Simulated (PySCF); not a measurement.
Record of a relaxation.

Compound: C2H7FOSi2.
SMILES with atom numbers: `[OH:1][Si@H:2]1[CH2:3][Si@@H:4]([F:5])[CH2:6]1` (hydrogens: H7 on O1; H8 on Si2; H9, H10 on C3; H11 on Si4; H12, H13 on C6)

Computed by this run: PBE0-D3(BJ)/def2-SVP geometry optimisation, gas phase in PySCF; density fitting, grid level 1; the optimiser is geomeTRIC in internal coordinates, started from a GFN2-xTB structure with every atom displaced at random (about 0.01 Å). 14 of its 19 geometries are shown. The frame can shift and turn from step to step; on so coarse a grid that alone can change the energy by a few meV, and forces under 0.02 eV/Å are noise.

Step 0: E = -22686.2027 eV, largest atomic force 2.478 eV/Å
```
atom  x, y, z in Å  |  force x, y, z in eV/Å
O1     -0.803   -1.409   -1.740   -0.333  -0.626  -0.850
Si2     0.125   -0.174   -1.235    0.310   1.000   1.627
C3     -0.783    1.137   -0.149    1.429  -0.262   0.427
Si4     0.102    0.448    1.425   -1.524  -1.072  -1.633
F5     -0.978   -0.543    2.183    0.251   0.101  -0.130
C6      1.200   -0.591    0.304    0.072   0.604  -0.159
H7     -1.377   -1.852   -1.132   -0.475  -0.368   0.523
H8      0.788    0.246   -2.476    0.303   0.288  -0.187
H9     -0.474    2.166   -0.345    0.091   0.401  -0.249
H10    -1.852    1.113   -0.143   -1.196   0.007   0.032
H11     0.574    1.291    2.497    0.543   0.674   0.473
H12     2.223   -0.210    0.253    0.412   0.086  -0.116
H13     1.259   -1.640    0.548    0.117  -0.833   0.242
```

Step 1: E = -22686.4118 eV, largest atomic force 0.391 eV/Å
```
atom  x, y, z in Å  |  force x, y, z in eV/Å
O1     -0.795   -1.404   -1.702   -0.062  -0.002   0.003
Si2     0.156   -0.145   -1.172    0.036  -0.065  -0.247
C3     -0.791    1.168   -0.166   -0.098  -0.237   0.205
Si4     0.001    0.370    1.350    0.185   0.291   0.186
F5     -1.048   -0.678    2.030   -0.111  -0.036   0.024
C6      1.237   -0.606    0.328   -0.160  -0.059  -0.004
H7     -1.377   -1.830   -1.062    0.092   0.073  -0.056
H8      0.890    0.361   -2.364   -0.032  -0.036  -0.040
H9     -0.463    2.204   -0.353    0.099  -0.049   0.003
H10    -1.896    1.159   -0.198    0.152  -0.053  -0.062
H11     0.514    1.261    2.428   -0.023   0.002   0.059
H12     2.259   -0.195    0.303   -0.034   0.114  -0.028
H13     1.318   -1.680    0.567   -0.044   0.058  -0.042
```

Step 3: E = -22686.4308 eV, largest atomic force 0.047 eV/Å
```
atom  x, y, z in Å  |  force x, y, z in eV/Å
O1     -0.801   -1.405   -1.732   -0.003   0.003  -0.041
Si2     0.151   -0.156   -1.183    0.006   0.012   0.044
C3     -0.785    1.144   -0.152   -0.022  -0.004   0.041
Si4     0.013    0.386    1.374    0.004   0.001  -0.043
F5     -1.048   -0.642    2.076    0.002   0.005   0.013
C6      1.223   -0.605    0.328   -0.023  -0.034   0.018
H7     -1.378   -1.832   -1.093   -0.006  -0.011   0.017
H8      0.875    0.349   -2.381    0.000  -0.006  -0.005
H9     -0.443    2.174   -0.351    0.017  -0.001  -0.017
H10    -1.885    1.137   -0.196   -0.004   0.019  -0.017
H11     0.531    1.284    2.445    0.003  -0.007   0.001
H12     2.238   -0.176    0.288   -0.004   0.021  -0.014
H13     1.314   -1.676    0.566    0.031   0.004   0.003
```

Step 4: E = -22686.4322 eV, largest atomic force 0.045 eV/Å
```
atom  x, y, z in Å  |  force x, y, z in eV/Å
O1     -0.809   -1.407   -1.738   -0.010   0.001   0.011
Si2     0.143   -0.162   -1.180    0.005  -0.002  -0.006
C3     -0.787    1.142   -0.148    0.009   0.013  -0.009
Si4     0.017    0.389    1.376   -0.028  -0.034   0.007
F5     -1.042   -0.629    2.096    0.018   0.011  -0.016
C6      1.220   -0.608    0.328   -0.022  -0.013   0.005
H7     -1.383   -1.840   -1.099   -0.002  -0.011   0.002
H8      0.866    0.340   -2.379    0.008   0.007   0.004
H9     -0.433    2.166   -0.358    0.004  -0.009  -0.003
H10    -1.887    1.146   -0.197   -0.005   0.015   0.008
H11     0.545    1.289    2.441    0.009   0.007  -0.002
H12     2.231   -0.167    0.278   -0.008   0.008  -0.009
H13     1.326   -1.676    0.570    0.022   0.007   0.007
```

Step 6: E = -22686.4334 eV, largest atomic force 0.035 eV/Å
```
atom  x, y, z in Å  |  force x, y, z in eV/Å
O1     -0.833   -1.418   -1.729   -0.003   0.011   0.031
Si2     0.127   -0.176   -1.177   -0.001  -0.007  -0.027
C3     -0.784    1.145   -0.147    0.003  -0.006  -0.035
Si4     0.020    0.391    1.376    0.013   0.016   0.023
F5     -1.038   -0.617    2.108   -0.003  -0.006  -0.014
C6      1.216   -0.611    0.325   -0.013  -0.014  -0.004
H7     -1.395   -1.859   -1.084    0.005  -0.001  -0.005
H8      0.848    0.321   -2.380   -0.002  -0.003  -0.002
H9     -0.405    2.158   -0.370    0.003  -0.001   0.011
H10    -1.883    1.176   -0.195    0.002   0.004   0.013
H11     0.565    1.294    2.430   -0.005  -0.001   0.005
H12     2.216   -0.148    0.254   -0.003   0.006   0.001
H13     1.351   -1.674    0.577    0.006   0.002   0.001
```

Step 7: E = -22686.4339 eV, largest atomic force 0.055 eV/Å
```
atom  x, y, z in Å  |  force x, y, z in eV/Å
O1     -0.851   -1.426   -1.714   -0.003   0.009   0.020
Si2     0.118   -0.184   -1.176    0.003   0.002  -0.016
C3     -0.778    1.150   -0.149   -0.006  -0.013  -0.024
Si4     0.023    0.392    1.374    0.035   0.041   0.009
F5     -1.038   -0.613    2.104   -0.016  -0.015  -0.004
C6      1.215   -0.612    0.321   -0.004  -0.013  -0.003
H7     -1.402   -1.868   -1.062    0.005   0.003  -0.001
H8      0.836    0.306   -2.385   -0.009  -0.013  -0.008
H9     -0.385    2.156   -0.376    0.004   0.003   0.010
H10    -1.876    1.196   -0.192    0.004  -0.001   0.006
H11     0.572    1.293    2.427   -0.012  -0.008   0.010
H12     2.208   -0.137    0.240   -0.001   0.006   0.004
H13     1.365   -1.671    0.578   -0.002  -0.002  -0.003
```

Step 8: E = -22686.4348 eV, largest atomic force 0.083 eV/Å
```
atom  x, y, z in Å  |  force x, y, z in eV/Å
O1     -0.884   -1.439   -1.680   -0.006  -0.004  -0.004
Si2     0.102   -0.198   -1.177    0.015   0.021   0.005
C3     -0.765    1.159   -0.155   -0.015  -0.017   0.005
Si4     0.028    0.395    1.369    0.055   0.060  -0.016
F5     -1.040   -0.609    2.090   -0.028  -0.022   0.011
C6      1.214   -0.611    0.314    0.010  -0.004   0.000
H7     -1.416   -1.881   -1.012    0.003   0.007   0.006
H8      0.809    0.271   -2.400   -0.017  -0.024  -0.014
H9     -0.348    2.155   -0.388    0.006   0.005   0.004
H10    -1.862    1.233   -0.190    0.004  -0.007  -0.009
H11     0.579    1.290    2.427   -0.018  -0.015   0.013
H12     2.197   -0.117    0.214    0.002   0.005   0.006
H13     1.391   -1.665    0.578   -0.010  -0.008  -0.009
```

Step 10: E = -22686.4386 eV, largest atomic force 0.106 eV/Å
```
atom  x, y, z in Å  |  force x, y, z in eV/Å
O1     -1.041   -1.486   -1.488   -0.027  -0.049  -0.040
Si2     0.033   -0.259   -1.173    0.058   0.057   0.022
C3     -0.695    1.203   -0.192   -0.038   0.009   0.099
Si4     0.060    0.414    1.339    0.042   0.031  -0.059
F5     -1.049   -0.588    2.004   -0.026  -0.016   0.031
C6      1.224   -0.604    0.273    0.044   0.038   0.007
H7     -1.475   -1.898   -0.735   -0.011   0.021   0.030
H8      0.660    0.076   -2.481   -0.023  -0.028  -0.014
H9     -0.182    2.145   -0.455    0.012  -0.003  -0.018
H10    -1.780    1.387   -0.201   -0.002  -0.018  -0.050
H11     0.595    1.264    2.440   -0.006  -0.013   0.001
H12     2.159   -0.039    0.099    0.006  -0.010   0.006
H13     1.496   -1.630    0.561   -0.030  -0.021  -0.015
```

Step 11: E = -22686.4395 eV, largest atomic force 0.116 eV/Å
```
atom  x, y, z in Å  |  force x, y, z in eV/Å
O1     -1.103   -1.497   -1.392   -0.011  -0.054  -0.048
Si2     0.008   -0.283   -1.170    0.048   0.048   0.014
C3     -0.665    1.219   -0.211   -0.040   0.025   0.106
Si4     0.076    0.423    1.323    0.007  -0.001  -0.055
F5     -1.049   -0.579    1.964   -0.011  -0.005   0.026
C6      1.233   -0.600    0.254    0.055   0.036   0.005
H7     -1.498   -1.879   -0.603   -0.017   0.026   0.035
H8      0.588   -0.015   -2.514   -0.018  -0.016  -0.006
H9     -0.120    2.139   -0.489    0.011  -0.007  -0.018
H10    -1.743    1.438   -0.217   -0.003  -0.014  -0.049
H11     0.600    1.253    2.445    0.007  -0.002  -0.007
H12     2.152   -0.017    0.053    0.004  -0.016   0.006
H13     1.529   -1.617    0.547   -0.033  -0.019  -0.009
```

Step 12: E = -22686.4423 eV, largest atomic force 0.080 eV/Å
```
atom  x, y, z in Å  |  force x, y, z in eV/Å
O1     -1.086   -1.489   -1.397    0.002  -0.036  -0.020
Si2     0.024   -0.272   -1.175   -0.001   0.019   0.024
C3     -0.672    1.216   -0.210   -0.015   0.021   0.048
Si4     0.078    0.425    1.321   -0.058  -0.051  -0.019
F5     -1.044   -0.584    1.963    0.025   0.019  -0.004
C6      1.240   -0.598    0.256    0.048  -0.001  -0.001
H7     -1.500   -1.843   -0.603   -0.017   0.013   0.016
H8      0.602   -0.009   -2.520   -0.001   0.003   0.001
H9     -0.150    2.150   -0.485    0.008  -0.004  -0.009
H10    -1.756    1.403   -0.227    0.001   0.009  -0.023
H11     0.594    1.253    2.447    0.022   0.014  -0.012
H12     2.178   -0.042    0.074   -0.002  -0.007  -0.001
H13     1.498   -1.627    0.544   -0.011   0.000   0.001
```

Step 14: E = -22686.4438 eV, largest atomic force 0.053 eV/Å
```
atom  x, y, z in Å  |  force x, y, z in eV/Å
O1     -1.117   -1.494   -1.362    0.022   0.011   0.034
Si2     0.010   -0.284   -1.169   -0.019  -0.022  -0.025
C3     -0.663    1.221   -0.212    0.007  -0.029  -0.044
Si4     0.095    0.432    1.315    0.001  -0.007   0.039
F5     -1.025   -0.562    1.980    0.010   0.008  -0.004
C6      1.241   -0.608    0.249   -0.024   0.017  -0.017
H7     -1.544   -1.803   -0.556   -0.011   0.002  -0.017
H8      0.570   -0.046   -2.527    0.002   0.009   0.002
H9     -0.126    2.141   -0.504    0.004   0.000   0.011
H10    -1.744    1.422   -0.239    0.004   0.014   0.021
H11     0.638    1.269    2.422    0.002   0.006  -0.006
H12     2.184   -0.064    0.054    0.003  -0.009   0.003
H13     1.486   -1.639    0.541   -0.003  -0.001   0.005
```

Step 15: E = -22686.4442 eV, largest atomic force 0.075 eV/Å
```
atom  x, y, z in Å  |  force x, y, z in eV/Å
O1     -1.137   -1.496   -1.347    0.024   0.026   0.035
Si2    -0.001   -0.292   -1.168   -0.023  -0.027  -0.019
C3     -0.657    1.223   -0.213    0.007  -0.040  -0.063
Si4     0.108    0.437    1.312    0.028   0.016   0.028
F5     -1.011   -0.543    1.998   -0.004  -0.002   0.004
C6      1.238   -0.617    0.243   -0.032   0.017  -0.016
H7     -1.575   -1.783   -0.539   -0.005  -0.002  -0.021
H8      0.552   -0.064   -2.530    0.001   0.006   0.002
H9     -0.108    2.133   -0.514    0.001   0.005   0.014
H10    -1.735    1.437   -0.238    0.004   0.014   0.030
H11     0.671    1.281    2.404   -0.007   0.000   0.001
H12     2.184   -0.083    0.040    0.006  -0.010   0.004
H13     1.475   -1.649    0.540    0.000  -0.002   0.003
```

Step 17: E = -22686.4448 eV, largest atomic force 0.036 eV/Å
```
atom  x, y, z in Å  |  force x, y, z in eV/Å
O1     -1.175   -1.492   -1.325    0.002   0.014  -0.005
Si2    -0.021   -0.304   -1.167   -0.011  -0.005   0.011
C3     -0.640    1.227   -0.214    0.001  -0.011  -0.018
Si4     0.136    0.446    1.309    0.026   0.022  -0.012
F5     -0.986   -0.505    2.028   -0.013  -0.009   0.007
C6      1.229   -0.639    0.232    0.000   0.001   0.002
H7     -1.636   -1.749   -0.519    0.002  -0.003  -0.002
H8      0.521   -0.090   -2.536    0.000  -0.002   0.000
H9     -0.073    2.124   -0.525   -0.001   0.004   0.000
H10    -1.712    1.471   -0.222    0.002   0.003   0.011
H11     0.732    1.299    2.375   -0.007  -0.006   0.007
H12     2.187   -0.132    0.016    0.003  -0.005  -0.001
H13     1.443   -1.673    0.537   -0.002  -0.002  -0.001
```

Step 18: E = -22686.4449 eV, largest atomic force under 0.02 eV/Å
```
atom  x, y, z in Å  |  force x, y, z in eV/Å
O1     -1.181   -1.487   -1.326   -0.008   0.002  -0.014
Si2    -0.024   -0.303   -1.167   -0.002   0.002   0.010
C3     -0.635    1.230   -0.214    0.002   0.007   0.010
Si4     0.141    0.446    1.308    0.006   0.007  -0.010
F5     -0.984   -0.500    2.030   -0.004  -0.004   0.000
C6      1.226   -0.644    0.230    0.009  -0.002   0.007
H7     -1.644   -1.744   -0.523    0.003  -0.001   0.004
H8      0.518   -0.090   -2.536    0.001  -0.001   0.000
H9     -0.067    2.126   -0.523    0.000   0.000  -0.006
H10    -1.706    1.479   -0.213    0.000  -0.002  -0.001
H11     0.740    1.297    2.376   -0.001  -0.004   0.004
H12     2.189   -0.146    0.014   -0.001  -0.002  -0.004
H13     1.433   -1.680    0.535   -0.004  -0.002   0.000
```

**Question.** Summarise the path.

**Answer.** The energy falls by 5.58 kcal/mol from step 0 to step 18; nine tenths of that is first reached at step 2. It falls at every step. The largest force goes from 2.478 to under 0.02 eV/Å. Among the bonds C3–Si4 changes most, from 1.933 to 1.879 Å; the atoms move by 0.230 Å rms after alignment.

**Question.** Follow the three bonds and two angles with the largest change from start to end.

**Answer.** 
| step | E above end (kcal/mol) | largest force (eV/Å) | C3–Si4 (Å) | Si4–H11 (Å) | O1–Si2 (Å) | Si2–C6–Si4 (°) | Si2–C6–H13 (°) |
| --- | --- | --- | --- | --- | --- | --- | --- |
| 0 | 5.58 | 2.478 | 1.933 | 1.443 | 1.625 | 91.8 | 115.0 |
| 1 | 0.76 | 0.391 | 1.887 | 1.490 | 1.665 | 86.0 | 116.7 |
| 2 | 0.37 | 0.116 | 1.883 | 1.491 | 1.664 | 87.4 | 116.3 |
| 3 | 0.32 | 0.047 | 1.882 | 1.491 | 1.664 | 87.4 | 116.6 |
| 4 | 0.29 | 0.045 | 1.881 | 1.490 | 1.664 | 87.4 | 117.1 |
| 5 | 0.28 | 0.036 | 1.880 | 1.490 | 1.664 | 87.4 | 117.5 |
| 6 | 0.27 | 0.035 | 1.880 | 1.491 | 1.665 | 87.4 | 118.1 |
| 7 | 0.25 | 0.055 | 1.880 | 1.491 | 1.664 | 87.4 | 118.6 |
| 8 | 0.23 | 0.083 | 1.880 | 1.491 | 1.663 | 87.4 | 119.3 |
| 9 | 0.20 | 0.091 | 1.880 | 1.491 | 1.662 | 87.2 | 120.2 |
| 10 | 0.15 | 0.106 | 1.880 | 1.491 | 1.661 | 86.8 | 121.5 |
| 11 | 0.12 | 0.116 | 1.880 | 1.490 | 1.661 | 86.5 | 121.8 |
| 12 | 0.06 | 0.080 | 1.880 | 1.490 | 1.662 | 86.5 | 120.4 |
| 13 | 0.04 | 0.058 | 1.879 | 1.490 | 1.663 | 86.3 | 120.3 |
| 14 | 0.03 | 0.053 | 1.878 | 1.490 | 1.665 | 86.2 | 120.1 |
| 15 | 0.02 | 0.075 | 1.878 | 1.490 | 1.665 | 86.2 | 120.0 |
| 16 | 0.01 | 0.061 | 1.879 | 1.490 | 1.665 | 86.3 | 119.9 |
| 17 | 0.00 | 0.036 | 1.879 | 1.490 | 1.664 | 86.4 | 119.8 |
| 18 | 0.00 | under 0.02 | 1.879 | 1.490 | 1.663 | 86.4 | 119.7 |

The cost below is that of the whole optimisation. On an Arm Neoverse V2 with one thread (shared host), this took 1.8 min and 0.52 GiB of memory at its peak.
